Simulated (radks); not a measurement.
Results of a calculation; reference values are marked as such.
Q: Valence configurations of Tl. Code: a radial shooting solver on a logarithmic mesh with Libxc functionals. Model: scalar-relativistic Kohn-Sham, PBE, spin-polarised, spherical densities, finite nucleus; open shells are filled with parallel spins first (spin-orbit coupling, left out, can overturn this in heavy ions); Fermi nuclear charge, rms radius 5.4759 fm. Order these by energy: [Xe] 4f14 5d9 6s2 6p2; [Xe] 4f14 5d9.5 6s1 6p2.5; [Xe] 4f14 5d9.5 6s2 6p1.5; [Xe] 4f14 5d8 6s2 6p3; [Xe] 4f13.5 5d10 6s2 6p1.5; [Xe] 4f13 5d10 6s1 6p3; [Xe] 4f13 5d10 6s2 6p2; [Xe] 4f14 5d10 6s1 6p2; [Hg] 6p1; [Xe] 4f13.5 5d9.5 6s2 6p2.

A: From the lowest, in eV above it: [Hg] 6p1 0.000; [Xe] 4f14 5d10 6s1 6p2 6.265; [Xe] 4f14 5d9.5 6s2 6p1.5 6.697; [Xe] 4f14 5d9.5 6s1 6p2.5 13.074; [Xe] 4f14 5d9 6s2 6p2 13.998; [Xe] 4f14 5d8 6s2 6p3 30.355; [Xe] 4f13.5 5d10 6s2 6p1.5 57.725; [Xe] 4f13.5 5d9.5 6s2 6p2 65.477; [Xe] 4f13 5d10 6s2 6p2 119.54; [Xe] 4f13 5d10 6s1 6p3 126.33. NIST lists [Hg] 6p1 as the ground configuration; this level of theory agrees among the configurations tried. The energies are those of spherical high-spin densities, not of single terms.
